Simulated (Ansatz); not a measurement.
Harmonic frequencies (cm⁻¹) at PBE0-D4/def2-TZVP from Ansatz: 104, 189, 357, 410, 448, 499, 648, 778, 954, 1088, 1105, 1132, 1220, 1229, 1318, 1418, 1442, 1498, 1767, 3039, 3064, 3162, 3814, 3816.

Each molecule was computed in one conformer, which needn't be the lowest.

(1) Which molecule is it?
A. `NCOC=O`
B. `C=NC(O)O`
C. `OC1(O)BC1`
D. `N/C(O)=C\O`

Answers

(1) B.
